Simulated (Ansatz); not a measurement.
Geometry optimisation, RKS revPBE-D4/def2-SVP in Ansatz.

Input:

```yaml
crystal:
  periodic: [false, false, false]
  atoms:
    - { symbol: B, position_ang: [0.0, 0.0, 0.0] }
    - { symbol: Cl, position_ang: [0.0, 0.0, 2.21] }
    - { symbol: Cl, position_ang: [1.6108, 0.0, -0.93] }
    - { symbol: Cl, position_ang: [-1.6108, 0.0, -0.93] }
    - { symbol: Br, position_ang: [0.0978, -2.2185, 0.7379] }
    - { symbol: H, position_ang: [0.0571, -1.2951, 1.8904] }
basis:
  gaussian: { orbitals: def2-SVP }
hamiltonian:
  xc: revpbe
  dispersion: d4
relax:
  f_tol: 0.15
  max_steps: 25
  restrain:
    - { distance: [0, 4], at: 3.24, k: 30.0 }
    - { distance: [5, 1], at: 2.57, k: 30.0 }
    - { distance: [0, 1], at: 1.86, k: 30.0 }
    - { distance: [5, 4], at: 1.55, k: 30.0 }
```

Command:

```bash
$ ansatz run input.yaml --threads 2 --pin off --max-ram 3072MiB --backend cpu --events-out ev --progress --plain --runs-dir out
```

Question: Where does it end, and by what steps?

Answer: It converged. The restraints hold the end off the free minimum. After 8 steps the energy has fallen by 2.960 eV (the restraints' own energy left out); Cl2 moved furthest, 0.79 Å. Parted: B1–Br5 (2.34 → 3.25 Å), Cl2–H6 (1.34 → 2.57 Å).

```csv
step,energy less start (eV),largest force component (eV/Å),accepted
0,0.0000,7.123,yes
1,-1.2039,2.332,yes
2,-1.7914,2.583,yes
3,-2.3126,2.551,yes
4,-2.8237,1.231,yes
5,-2.9228,1.102,yes
6,-2.9414,0.952,yes
7,-2.9577,1.054,yes
8,-2.9601,1.050,yes
```

```xyz
6
Properties=species:S:1:pos:R:3
B -0.002 0.263 0.026
Cl -0.011 0.679 1.808
Cl 1.528 0.196 -0.815
Cl -1.529 0.117 -0.812
Br 0.088 -2.883 0.822
H 0.081 -1.886 1.949
```

Run time: 31 s on 2 threads of Arm Neoverse N1, on a shared host, peak memory 0.15 GiB.
